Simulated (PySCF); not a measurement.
# Vertical excitation energies

Compound: SnHMe2(OEt), C4H12OSn.
Geometry (PBE0-D3(BJ)/def2-SVP, Å), atoms numbered from 1 in this order:
```
atom  x, y, z in Å
Sn1    0.4197    1.1540    0.4515
H2     0.4814    1.3150    2.1675
C3     2.3425    0.6834   -0.3820
H4     3.0518    1.4980   -0.1752
H5     2.2485    0.5590   -1.4700
H6     2.7352   -0.2465    0.0525
C7    -0.5502    2.7869   -0.5267
H8    -0.6597    2.5510   -1.5944
H9     0.0363    3.7104   -0.4199
H10   -1.5473    2.9405   -0.0918
O11   -0.8069   -0.3761    0.0563
C12   -0.5222   -1.6687    0.5033
C13   -1.6115   -2.6103    0.0357
H14    0.4575   -2.0315    0.1215
H15   -0.4520   -1.7143    1.6122
H16   -1.4207   -3.6415    0.3723
H17   -2.5875   -2.2871    0.4280
H18   -1.6714   -2.6053   -1.0633
```

Method used: PySCF 2.14.0, density-fitted response routines, TDDFT CAM-B3LYP/def2-SVPD, vertical, gas phase, core orbitals frozen in the response, def2 core potentials past Kr. Spin–orbit coupling is left out.

Problem. List the vertical singlet excitations with oscillator strengths and describe the spectrum.

Solution. 

```
state  λ (nm)  E (eV)       f     main configurations (H = HOMO, L = LUMO)
   S1   198.8    6.24  0.0055                     H→L+1 (72%), H→L+3 (10%)
   S2   178.8    6.93   0.015                                    H→L (76%)
   S3   174.8    7.09   0.107                                H-1→L+1 (66%)
   S4   173.4    7.15   0.020        H→L+2 (50%), H→L+1 (16%), H→L+3 (13%)
   S5   172.6    7.18   0.072                     H→L+3 (62%), H→L+2 (22%)
   S6   166.6    7.44   0.061      H-1→L (42%), H-2→L (30%), H-2→L+1 (11%)
   S7   160.3    7.74   0.021    H-2→L+1 (36%), H-1→L+2 (15%), H→L+4 (15%)
   S8   158.7    7.81   0.096     H-1→L+2 (54%), H-2→L+2 (10%), H-2→L (9%)
   S9   157.8    7.86   0.023  H-1→L+3 (28%), H-3→L+1 (15%), H-2→L+1 (11%)
  S10   157.4    7.87   0.039        H-2→L (38%), H-1→L (17%), H→L+4 (10%)
```

Triplets, Tamm–Dancoff:

```tsv
state	E (eV)	λ (nm)	main configurations (H = HOMO, L = LUMO)
T1	5.80	213.7	H→L+1 (58%), H→L+3 (19%)
T2	6.40	193.7	H-1→L+1 (51%), H-1→L+3 (21%)
T3	6.58	188.4	H→L (25%), H→L+3 (12%), H→L+2 (12%)
T4	6.79	182.5	H→L+3 (23%), H-2→L (11%), H-3→L+3 (11%)
```

The lowest singlet lies at 6.24 eV (199 nm, vacuum ultraviolet) and is weak; its leading configuration is HOMO→LUMO+1 (72%). The strongest level in the table is S3 at 7.09 eV (175 nm, f = 0.107). Löwdin shares by element: HOMO oxygen 57%, carbon 14% or more, hydrogen 12% or more (atoms not listed hold the other 18%); LUMO tin 41%, carbon 21% or more, hydrogen 8% or more (atoms not listed hold the other 30%). Weighted by f, the mean energy of these states is 7.43 eV. Orbital energies (eV): HOMO-3 -10.04, HOMO-2 -9.69, HOMO-1 -9.14, HOMO -8.54, LUMO 0.82, LUMO+1 1.21, LUMO+2 1.37. The listed states span 1.64 eV, and the widest gap between neighbours is 0.70 eV (S1 to S2). Only the lowest 10 singlets were computed, as vertical energies without vibronic structure.

One conformer stands for the species.
